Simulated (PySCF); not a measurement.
C3H7OPSi2.
SMILES: `O=CC#C[Si@H]([SiH3])P`

Method used: TDDFT CAM-B3LYP/def2-SVPD, vertical, gas phase, core orbitals frozen in the response (PySCF). The structure is a single GFN2-xTB conformer in the gas phase; no vibrational or solvent corrections. Torsions of this conformer, `[O:1]=[CH:2][C:3]#[C:4][Si@H:5]([SiH3:6])[PH2:7]`: H–P7–Si5–C4 -30°, H–P7–Si5–C4 63°.

Broadening: Gaussians 0.25 eV wide at half height, area fixed by f = 4.319×10⁻⁹ ∫ε dν̃. The cross-section is σ = 3.8235×10⁻²¹ ε cm², given in Mb (10⁻¹⁸ cm²). The width is an assumption, not a result. The curve ends short of the highest state used, and states not computed would add to its high-energy end.

(λ (nm), σ (Mb)): (202.6, 24.39), (207.2, 25.66), (211.7, 6.64), (216.3, 0.44), (220.8, 0.01), (225.4, 0.03), (229.9, 1.15), (234.5, 14.53), (239.0, 64.01), (243.6, 116.75), (248.1, 94.36), (252.7, 36.52), (257.3, 7.34), (261.8, 1.09), (266.4, 0.66), (270.9, 0.83), (275.5, 0.68), (280.0, 0.35), (284.6, 0.11), (289.1, 0.03), (293.7, 0.00), (298.2, 0.00), (302.8, 0.01), (307.3, 0.02), (311.9, 0.07), (316.4, 0.14), (321.0, 0.22), (325.5, 0.26), (330.1, 0.24), (334.6, 0.18), (339.2, 0.10), (343.8, 0.05), (348.3, 0.02), (352.9, 0.01), (357.4, 0.00), (362.0, 0.00)

Question: Where are the band maxima, and which computed states make them?

Answer: 326 nm (3.80 eV), ε about 69, made up of S1 (100%); 271 nm (4.57 eV), ε about 220, made up of S2 (100%); 245 nm (5.07 eV), ε about 31000, made up of S3 (100%); 205 nm (6.05 eV), ε about 7800, made up of S4 (50%) and S5 (48%) (ε in L mol⁻¹ cm⁻¹; maxima over ε = 5, shares over 10%). The states used: S1 3.80 eV (f 0.0006); S2 4.57 eV (f 0.0020); S3 5.07 eV (f 0.288); S4 6.03 eV (f 0.036); S5 6.04 eV (f 0.035); S6 6.24 eV (f 0.012); S7 6.59 eV (f 0.0075); S8 6.72 eV (f 0.046).

Question: What would ε be at 5.07 eV, the highest of these maxima, with half the width (0.125 eV)?

Answer: About 62200 L mol⁻¹ cm⁻¹ against 31100, a factor of about 2.00; a lone state at its own centre would give exactly 2.

Question: On this curve, what absorbance would a 10⁻³ mol/L sample give at 355 nm over a 1 cm path?

Answer: 355 nm is 3.493 eV, where ε is about 1 L mol⁻¹ cm⁻¹, so A = ε c l ≈ 0.001 (Beer–Lambert, with the gas-phase spectrum and the assumed width).

Question: Coming from long wavelengths, where does ε first pass 100 L mol⁻¹ cm⁻¹?

Answer: At about 279 nm (4.44 eV), 0.64 eV above S1.
